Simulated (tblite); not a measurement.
Species: C10H10Ge.
Numbering: `[CH:1]1=[CH:2][GeH:3]([c:4]2[cH:5][cH:6][cH:7][cH:8][cH:9]2)[CH:10]=[CH:11]1` (hydrogens: H12 on C1; H13 on C2; H14 on Ge3; H15 on C5; H16 on C6; H17 on C7; H18 on C8; H19 on C9; H20 on C10; H21 on C11)

Computed with GFN2-xTB (tblite), gas phase: L-BFGS steps from a force-field or distance-geometry start until the largest atomic force falls under 0.01 eV/Å.

Step 87: E = -770.9462 eV
```
atom  x, y, z in Å  |  force x, y, z in eV/Å
C1      3.2282    0.7591    0.7886   -0.007   0.010  -0.006
C2      2.2524    0.1351    1.4547   -0.011   0.009   0.012
Ge3     1.1368   -0.8340    0.1699   -0.003  -0.021   0.011
C4     -0.7742   -0.3883    0.0433    0.000   0.006   0.004
C5     -1.2887    0.7963    0.5487   -0.011   0.012  -0.002
C6     -2.6368    1.0831    0.4276   -0.003   0.011   0.014
C7     -3.4820    0.1910   -0.2097   -0.013  -0.011   0.006
C8     -2.9770   -0.9952   -0.7153    0.000  -0.006   0.005
C9     -1.6308   -1.2822   -0.5843   -0.017  -0.010  -0.002
C10     2.3129   -0.1347   -1.2349   -0.031   0.022   0.000
C11     3.2543    0.6208   -0.6635    0.027  -0.008  -0.004
H12     3.9931    1.3574    1.2661   -0.014   0.009  -0.001
H13     2.1554    0.1914    2.5252    0.011  -0.017   0.017
H14     1.2261   -2.3395    0.3010    0.041  -0.015  -0.009
H15    -0.6305    1.4959    1.0459    0.023   0.000  -0.007
H16    -3.0328    2.0013    0.8366    0.006   0.027  -0.011
H17    -4.5339    0.4179   -0.3071    0.007  -0.007   0.002
H18    -3.6348   -1.6984   -1.2053   -0.004  -0.002  -0.013
H19    -1.2310   -2.2121   -0.9675   -0.020  -0.003  -0.015
H20     2.2547   -0.2772   -2.3003    0.002  -0.024  -0.004
H21     4.0298    1.1292   -1.2199    0.018   0.017   0.003
```

Step 88: E = -770.9468 eV
```
atom  x, y, z in Å  |  force x, y, z in eV/Å
C1      3.2171    0.7675    0.7884   -0.005  -0.004  -0.014
C2      2.2473    0.1334    1.4542    0.004   0.023   0.002
Ge3     1.1384   -0.8413    0.1703   -0.006  -0.037  -0.023
C4     -0.7720   -0.3922    0.0412    0.009   0.003   0.001
C5     -1.2829    0.7932    0.5485    0.012   0.004  -0.004
C6     -2.6301    1.0838    0.4295    0.004   0.007   0.020
C7     -3.4771    0.1938   -0.2077   -0.007   0.003   0.007
C8     -2.9763   -0.9935   -0.7152   -0.007   0.005   0.006
C9     -1.6306   -1.2838   -0.5871   -0.011  -0.006   0.009
C10     2.3157   -0.1413   -1.2347   -0.016   0.048   0.009
C11     3.2492    0.6258   -0.6636   -0.008  -0.044  -0.021
H12     3.9756    1.3731    1.2662   -0.007   0.015   0.005
H13     2.1485    0.1887    2.5243    0.012  -0.008   0.033
H14     1.2256   -2.3475    0.3000    0.041  -0.007  -0.006
H15    -0.6204    1.4904    1.0438    0.016   0.000  -0.002
H16    -3.0221    2.0021    0.8426   -0.001   0.022  -0.023
H17    -4.5274    0.4255   -0.3053   -0.019  -0.014   0.002
H18    -3.6376   -1.6942   -1.2038   -0.003  -0.006  -0.019
H19    -1.2332   -2.2139   -0.9723   -0.021  -0.002  -0.012
H20     2.2602   -0.2897   -2.2999    0.009  -0.016   0.016
H21     4.0232    1.1372   -1.2201    0.005   0.014   0.013
```

Step 89: E = -770.9473 eV
```
atom  x, y, z in Å  |  force x, y, z in eV/Å
C1      3.2097    0.7713    0.7907   -0.006  -0.014  -0.014
C2      2.2432    0.1292    1.4537    0.011   0.024  -0.004
Ge3     1.1397   -0.8466    0.1665   -0.004  -0.035  -0.037
C4     -0.7704   -0.3953    0.0382    0.007  -0.001  -0.004
C5     -1.2773    0.7931    0.5434    0.027  -0.002  -0.006
C6     -2.6240    1.0862    0.4274    0.004   0.004   0.020
C7     -3.4740    0.1954   -0.2052    0.000   0.007   0.007
C8     -2.9774   -0.9950   -0.7100   -0.013   0.015   0.008
C9     -1.6321   -1.2877   -0.5851   -0.002   0.003   0.018
C10     2.3184   -0.1410   -1.2355   -0.004   0.061   0.014
C11     3.2467    0.6309   -0.6617   -0.027  -0.055  -0.025
H12     3.9632    1.3809    1.2712   -0.008   0.014   0.004
H13     2.1417    0.1808    2.5236    0.013  -0.002   0.035
H14     1.2240   -2.3535    0.2905    0.045  -0.005  -0.003
H15    -0.6108    1.4906    1.0335    0.007  -0.007  -0.003
H16    -3.0126    2.0064    0.8398   -0.003   0.015  -0.031
H17    -4.5232    0.4301   -0.3023   -0.032  -0.016   0.005
H18    -3.6424   -1.6957   -1.1937   -0.001  -0.004  -0.020
H19    -1.2372   -2.2197   -0.9689   -0.022   0.002  -0.008
H20     2.2654   -0.2902   -2.3013    0.014  -0.011   0.029
H21     4.0205    1.1467   -1.2152   -0.005   0.007   0.016
```

Step 90: E = -770.9483 eV
```
atom  x, y, z in Å  |  force x, y, z in eV/Å
C1      3.1960    0.7750    0.7982   -0.012  -0.033  -0.006
C2      2.2339    0.1168    1.4525    0.023   0.014  -0.012
Ge3     1.1422   -0.8572    0.1532    0.004  -0.014  -0.046
C4     -0.7669   -0.4011    0.0307   -0.004  -0.006  -0.014
C5     -1.2642    0.7961    0.5263    0.040  -0.016  -0.012
C6     -2.6107    1.0936    0.4182    0.000  -0.015   0.005
C7     -3.4684    0.1978   -0.1984    0.019   0.019   0.014
C8     -2.9816   -1.0013   -0.6927   -0.024   0.026   0.009
C9     -1.6366   -1.2986   -0.5754    0.014   0.024   0.031
C10     2.3237   -0.1332   -1.2388    0.021   0.070   0.022
C11     3.2439    0.6423   -0.6552   -0.055  -0.050  -0.018
H12     3.9396    1.3906    1.2875   -0.013   0.007  -0.006
H13     2.1259    0.1574    2.5225    0.016   0.009   0.024
H14     1.2204   -2.3657    0.2606    0.054  -0.003   0.001
H15    -0.5887    1.4971    1.0006   -0.014  -0.026  -0.008
H16    -2.9923    2.0204    0.8237   -0.003  -0.001  -0.043
H17    -4.5165    0.4370   -0.2939   -0.046  -0.015   0.013
H18    -3.6544   -1.7049   -1.1622    0.009   0.008  -0.017
H19    -1.2484   -2.2363   -0.9533   -0.025   0.017   0.005
H20     2.2769   -0.2790   -2.3058    0.020  -0.003   0.046
H21     4.0174    1.1701   -1.1988   -0.024  -0.013   0.013
```

Q: Estimate the geometry and energy of step 91. (The exact step hangs on the optimiser's Hessian estimate; all steps are aligned on step 90, rigid shifts and turns removed.)

A: E = -770.9491 eV, largest force 0.069 eV/Å
```
atom  x, y, z in Å  |  force x, y, z in eV/Å
C1      3.1876    0.7767    0.8026   -0.008  -0.036   0.004
C2      2.2276    0.1100    1.4514    0.019  -0.009  -0.007
Ge3     1.1438   -0.8645    0.1440    0.011   0.013  -0.033
C4     -0.7647   -0.4056    0.0272   -0.011  -0.009  -0.019
C5     -1.2560    0.7971    0.5162    0.037  -0.021  -0.013
C6     -2.6024    1.0979    0.4130   -0.001  -0.016  -0.008
C7     -3.4652    0.1997   -0.1937    0.020   0.019   0.013
C8     -2.9843   -1.0045   -0.6813   -0.025   0.026   0.008
C9     -1.6398   -1.3055   -0.5682    0.017   0.034   0.029
C10     2.3255   -0.1266   -1.2409    0.036   0.054   0.022
C11     3.2425    0.6478   -0.6512   -0.063  -0.020  -0.003
H12     3.9247    1.3965    1.2972   -0.019  -0.002  -0.016
H13     2.1158    0.1441    2.5216    0.016   0.016   0.008
H14     1.2217   -2.3735    0.2413    0.057  -0.003   0.002
H15    -0.5748    1.5000    0.9804   -0.024  -0.032  -0.009
H16    -2.9799    2.0299    0.8113    0.005  -0.015  -0.044
H17    -4.5130    0.4407   -0.2886   -0.042  -0.010   0.021
H18    -3.6611   -1.7093   -1.1436    0.009   0.012  -0.014
H19    -1.2564   -2.2464   -0.9436   -0.024   0.023   0.014
H20     2.2837   -0.2714   -2.3084    0.020   0.004   0.044
H21     4.0159    1.1839   -1.1872   -0.032  -0.028   0.000
```

The energy changes by -0.0008 eV. The first-order estimate −F·Δx gives -0.0010 eV and the mean of the old and new forces, exact on a quadratic surface, -0.0008 eV. The step makes an angle of 85° with the force vector and moves no atom by more than 0.025 Å.

The cost below is that of the whole relaxation. The run took 1.3 s wall, 2.6 s CPU on AMD EPYC 9R14, 2 threads, no GPU, on a shared host.
